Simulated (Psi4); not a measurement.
CH$_{7}$BClNO$_{2}$Si, singlet, at a GFN2-xTB geometry, atoms displaced at random by about 0.03 Å a coordinate; HF/STO-3G, gradient (Psi4).

Here is a job for Psi4.
```
memory 2 GB

molecule {
0 1
  Si   -1.38005675   -0.15189907   -0.17455672
  Cl   -1.35013358    1.32218135    1.36150240
  N     0.19907396   -0.84474770   -0.18550605
  C     0.39462186   -2.26439317   -0.02113061
  B     1.39106743   -0.02291223   -0.59173000
  O     2.64792080   -0.60249590   -0.66080581
  O     1.03188580    1.29718335   -0.89213119
  H    -1.70094269    0.59925697   -1.38963517
  H    -2.25006000   -1.11137744    0.19650784
  H     1.43076975   -2.47850353    0.09105008
  H    -0.15224130   -2.57672430    0.90630827
  H    -0.03299094   -2.85402862   -0.87350937
  H     3.31346442    0.01071765   -0.93150149
  H     1.84695178    1.85303859   -1.09390241
symmetry c1
no_reorient
no_com
}

set basis sto-3g

gradient('scf')
print_variables()
```

Write the output that Psi4 gives for this input, abridged.


```
gradient() will perform analytic gradient computation.

   => Loading Basis Set <=

    Name: STO-3G
    Role: ORBITAL
    Keyword: BASIS

         ---------------------------------------------------------
                                   SCF
               by Justin Turney, Rob Parrish, Andy Simmonett
                          and Daniel G. A. Smith
                              RHF Reference
         ---------------------------------------------------------

  ==> Geometry <==

    Molecular point group: c1
    Full point group: C1

    Geometry (in Angstrom), charge = 0, multiplicity = 1:

       Center              X                  Y                   Z               Mass
    ------------   -----------------  -----------------  -----------------  -----------------
         SI          -1.380056750000    -0.151899070000    -0.174556720000    27.976926534650
         CL          -1.350133580000     1.322181350000     1.361502400000    34.968852682000
         N            0.199073960000    -0.844747700000    -0.185506050000    14.003074004430
         C            0.394621860000    -2.264393170000    -0.021130610000    12.000000000000
         B            1.391067430000    -0.022912230000    -0.591730000000    11.009305360000
         O            2.647920800000    -0.602495900000    -0.660805810000    15.994914619570
         O            1.031885800000     1.297183350000    -0.892131190000    15.994914619570
         H           -1.700942690000     0.599256970000    -1.389635170000     1.007825032230
         H           -2.250060000000    -1.111377440000     0.196507840000     1.007825032230
         H            1.430769750000    -2.478503530000     0.091050080000     1.007825032230
         H           -0.152241300000    -2.576724300000     0.906308270000     1.007825032230
         H           -0.032990940000    -2.854028620000    -0.873509370000     1.007825032230
         H            3.313464420000     0.010717650000    -0.931501490000     1.007825032230
         H            1.846951780000     1.853038590000    -1.093902410000     1.007825032230

  Running in c1 symmetry.

  Rotational constants: A =      0.08552  B =      0.03948  C =      0.03121 [cm^-1]
  Rotational constants: A =   2563.96827  B =   1183.59255  C =    935.60736 [MHz]
  Nuclear repulsion =  446.637908080081445

  Charge       = 0
  Multiplicity = 1
  Electrons    = 72
  Nalpha       = 36
  Nbeta        = 36

  ==> Algorithm <==

  SCF Algorithm Type is DF.
  DIIS enabled.
  MOM disabled.
  Fractional occupation disabled.
  Guess Type is SAD.
  Energy threshold   = 1.00e-08
  Density threshold  = 1.00e-08
  Integral threshold = 1.00e-12

  ==> Primary Basis <==

  Basis Set: STO-3G
    Blend: STO-3G
    Number of shells: 32
    Number of basis functions: 50
    Number of Cartesian functions: 50
    Spherical Harmonics?: true
    Max angular momentum: 1

   => Loading Basis Set <=

    Name: (STO-3G AUX)
    Role: JKFIT
    Keyword: DF_BASIS_SCF

  ==> Integral Setup <==

  SCF_SUBTYPE=INCORE selected. In-core MEM_DF algorithm will be used.
  Using in-core AOs.

  ==> MemDFJK: Density-Fitted J/K Matrices <==

    J tasked:                   Yes
    K tasked:                   Yes
    wK tasked:                   No
    Algorithm:                 Core
    Schwarz Cutoff:           1E-12
    Mask sparsity (%):       5.6800
    Fitting Condition:        1E-10

   => Auxiliary Basis Set <=

  Basis Set: (STO-3G AUX)
    Blend: DEF2-UNIVERSAL-JKFIT
    Number of shells: 243
    Number of basis functions: 763
    Number of Cartesian functions: 907
    Spherical Harmonics?: true
    Max angular momentum: 4

  Minimum eigenvalue in the overlap matrix is 2.2230988111E-01.
  Reciprocal condition number of the overlap matrix is 9.3409749276E-02.
    Using symmetric orthogonalization.

  ==> Pre-Iterations <==

  SCF Guess: Superposition of Atomic Densities via on-the-fly atomic UHF (no occupation information).

   -------------------------
[...]
  @DF-RHF Final Energy: -1007.68134958915175
    Total Energy =                      -1007.6813495891517505
[...]
                                   SCF GRAD
                          Rob Parrish, Justin Turney,
                       Andy Simmonett, and Alex Sokolov
         ------------------------------------------------------------

  ==> Geometry <==

    Molecular point group: c1
    Full point group: C1

    Geometry (in Angstrom), charge = 0, multiplicity = 1:

       Center              X                  Y                   Z               Mass
    ------------   -----------------  -----------------  -----------------  -----------------
         SI          -1.380056750000    -0.151899070000    -0.174556720000    27.976926534650
         CL          -1.350133580000     1.322181350000     1.361502400000    34.968852682000
         N            0.199073960000    -0.844747700000    -0.185506050000    14.003074004430
         C            0.394621860000    -2.264393170000    -0.021130610000    12.000000000000
         B            1.391067430000    -0.022912230000    -0.591730000000    11.009305360000
         O            2.647920800000    -0.602495900000    -0.660805810000    15.994914619570
         O            1.031885800000     1.297183350000    -0.892131190000    15.994914619570
         H           -1.700942690000     0.599256970000    -1.389635170000     1.007825032230
         H           -2.250060000000    -1.111377440000     0.196507840000     1.007825032230
         H            1.430769750000    -2.478503530000     0.091050080000     1.007825032230
         H           -0.152241300000    -2.576724300000     0.906308270000     1.007825032230
         H           -0.032990940000    -2.854028620000    -0.873509370000     1.007825032230
         H            3.313464420000     0.010717650000    -0.931501490000     1.007825032230
         H            1.846951780000     1.853038590000    -1.093902410000     1.007825032230

  Nuclear repulsion =  446.637908080081445

  ==> Basis Set <==

  Basis Set: STO-3G
    Blend: STO-3G
    Number of shells: 32
    Number of basis functions: 50
    Number of Cartesian functions: 50
    Spherical Harmonics?: true
    Max angular momentum: 1

  ==> DFJKGrad: Density-Fitted SCF Gradients <==

    Gradient:                    1
    J tasked:                  Yes
    K tasked:                  Yes
    wK tasked:                  No
    Integrals threads:           1
    Schwarz Cutoff:          1E-12
    Fitting Condition:       1E-10

   => Auxiliary Basis Set <=

  Basis Set: (STO-3G AUX)
    Blend: DEF2-UNIVERSAL-JKFIT
    Number of shells: 243
    Number of basis functions: 763
    Number of Cartesian functions: 907
    Spherical Harmonics?: true
    Max angular momentum: 4

  -Total Gradient:
     Atom            X                  Y                   Z
    ------   -----------------  -----------------  -----------------
       1       -0.044143060997    -0.060206389371     0.012884840401
       2        0.005467758569     0.008745238134     0.007354483220
       3       -0.055720439437    -0.055863134497     0.034868936816
       4        0.053991854612     0.029223152600    -0.015208224178
       5        0.042974939504     0.010779236283    -0.008302411985
       6        0.062591855770     0.023933815081    -0.017049653457
       7       -0.039286605894     0.011271012504     0.000782315673
       8       -0.000558786057     0.015464210525    -0.017042431869
       9        0.038066499468     0.033797812870    -0.009908092153
      10       -0.021666716192     0.008816748479    -0.000943257751
      11       -0.015907313108     0.004025058592     0.019717240036
      12       -0.012798603767    -0.008583772587    -0.016678621767
      13       -0.035604867610    -0.036104113693     0.014788810787
      14        0.022593485159     0.014701125078    -0.005263933779

  Variable Map:
  ----------------------------------------------------------------------------
[...]
  Array Variable Map:
  ----------------------------------------------------------------------------
[...]
[...]
```
